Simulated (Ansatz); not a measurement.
`SP([SeH])BCl` + `NBF` → `NP(S)[SeH]` + `FBBCl`  (redistribution)

Isolated molecules relaxed with PBE0-D4/def2-TZVP in Ansatz; ΔE leaves out vibrations. CCSD(T)/CBS adds triple-zeta CCSD(T) − MP2 to the extrapolated MP2 energy (def2 sets, frozen cores). This one scheme is used for every species. DFT in def2-TZVPP. For Se outer-core shells are correlated without core-valence functions, which leaves a few kJ/mol of doubt a bond. Scalar relativity is left out up to krypton. Each species was taken in one conformer, which may not be the lowest.

`SP([SeH])BCl`:

Z-matrix (Å, degrees):
```
P
Se 1 2.245
B 1 1.889 2 103.6
S 1 2.102 2 109.7 3 -105.5
H 2 1.470 1 93.0 3 -152.1
Cl 3 1.735 1 122.6 2 34.0
H 3 1.191 1 118.2 2 -153.6
H 4 1.344 1 95.1 2 -102.6
```

`NBF`:

```xyz
6

N    -0.645   -0.330   -0.073
B     0.569    0.323    0.104
F     1.576    0.069   -0.739
H    -1.432   -0.176    0.530
H    -0.807   -0.993   -0.813
H     0.739    1.107    0.991
```

`NP(S)[SeH]`:

Z-matrix (Å, degrees):
```
N
P 1 1.721
H 1 1.013 2 112.2
H 1 1.012 2 112.2 3 -125.4
S 2 2.124 1 94.2 3 -64.7
Se 2 2.282 1 94.7 3 -171.6
H 5 1.343 2 93.1 1 150.8
H 6 1.468 2 91.5 1 -144.5
```

`FBBCl`:

Cartesian coordinates in Å:
```
F 1.774 0.066 -0.744
B 0.470 -0.172 -0.727
B -0.484 0.316 0.584
Cl -0.740 -0.824 1.880
H 0.023 -0.754 -1.682
H -1.043 1.367 0.689
```

Problem. Is it downhill or uphill in electronic energy at CCSD(T)/CBS, and by how much? (Estimate.)

Solution. Computed: Uphill: ΔE = +199.1 kJ/mol.

Problem. What do these levels give: PBE-D4, revPBE-D4, BLYP-D4, r2SCAN-D4, r2SCAN0, BHLYP, HF/def2-SVP, MP2/def2-SVP, CCSD/def2-TZVPP, MP2/def2-QZVPP, SCS-MP2/def2-QZVPP, CCSD/CBS(def2)? (An estimate is asked.)

Solution. Computed: PBE-D4 203.3, revPBE-D4 198.5, BLYP-D4 196.0, r2SCAN-D4 206.8, r2SCAN0 207.8, BHLYP 197.4, HF/def2-SVP 213.1, MP2/def2-SVP 234.1, CCSD/def2-TZVPP 199.0, MP2/def2-QZVPP 207.9, SCS-MP2/def2-QZVPP 199.1, CCSD/CBS(def2) 196.5 kJ/mol.

Largest T1 diagnostic among the species: 0.014.

From BLYP to BHLYP (50 % exact exchange), in def2-TZVPP and without D4, ΔE moves by +6.5 kJ/mol. The D4 term adds +4.5 kJ/mol with B3LYP and +2.6 kJ/mol with PBE0; it sums over pairs of atoms, weighted by their polarisabilities, and B3LYP, whose exchange is more repulsive, gets the larger term. At CCSD(T), def2-SVP lies +26.0 kJ/mol from the extrapolated value and def2-TZVPP +2.5 kJ/mol.

B3LYP here is the variant with VWN-RPA as its local correlation; programs differ in this.
